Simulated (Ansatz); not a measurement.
Born–Oppenheimer molecular dynamics of CH5ClOSi (9 atoms, charge 0, multiplicity 1). It starts at the highest image of a converged band. Of that band: Neighbouring images differ by up to 2.2 eV, so the band resolves the path poorly. A vibrational analysis at the climbing image gives 2 clearly imaginary modes (1493i, 80i cm⁻¹): a point of higher order, so a lower path passes nearby.

The calculation used UKS PBE0-D4/6-31G* (Ansatz 0.2.0).

```yaml
ensemble: NVE (velocity Verlet)
time_step: 0.5 fs
steps_asked: 200
starting_velocities_drawn_for: 300 K
seed: 7451
```

First frame:

```xyz
9
Properties=species:S:1:pos:R:3
Si -0.805 0.726 -0.181
C 0.793 -0.628 0.068
O -1.727 -0.367 -0.829
H -0.416 -0.858 -0.446
H -0.120 1.812 -0.919
Cl -1.188 1.460 1.698
H 1.457 -0.716 -0.795
H 1.222 0.123 0.747
H 0.785 -1.553 0.656
```

(1) What does the run give?

(2) What happens to the structure?

(3) How do temperature and energy run in time?

Answers

(1) All steps were run.

* steps done: 200
* time covered: 100 fs
* mean temperature over the second half: 1726 K
* spread of the potential energy over the second half: 37.9 meV per atom
* mean potential energy of the second half above the start: -143.7 meV per atom

The conserved energy stayed within 2.1 meV per atom of its start (net change 0.31 meV per atom), so there is no drift, though single steps change it by up to 21 meV in the whole system, a sign of fast motions only just resolved. The system heated up, since it started high on the potential surface and ran downhill. A run of 0.1 ps of so small a system gives no equilibrium averages. The orbitals stay closed-shell, which can raise the energy where a bond breaks towards radicals; this wasn't checked here.

(2) The step under study would form C2–H4 and break Si1–C2, O3–H4. These pairs go: C2–H4 1.33 → 3.32 Å, Si1–C2 2.11 → 1.90 Å, O3–H4 1.45 → 1.17 Å. In the last frame they stand as before the step (other bonds may differ from the relaxed reactants and products). Also parted: Si1–H4 1.65 → 1.98 Å. It ends as one piece, CH5ClOSi. Pairs count as bonded within 1.25 times the sum of covalent radii (0.12 Å more for H–H). The details hang on the random start.

(3) 
```csv
time (fs),T (K),potential energy less start (eV),conserved less start (meV/atom)
0.0,300,0.000,0.00
8.0,101,0.182,0.22
16.0,543,-0.218,0.21
24.0,2170,-1.691,0.09
32.0,2400,-1.915,-1.63
40.0,1228,-0.842,-0.28
48.0,2893,-2.356,-1.09
56.0,1390,-0.986,0.11
64.0,1468,-1.055,0.27
72.0,1757,-1.316,0.27
80.0,1505,-1.094,-0.36
88.0,1961,-1.516,-1.44
96.0,1814,-1.362,0.84
```

Time of the run: 9.7 min on 2 threads of Arm Neoverse V1 (shared host), peak memory 0.21 GiB.
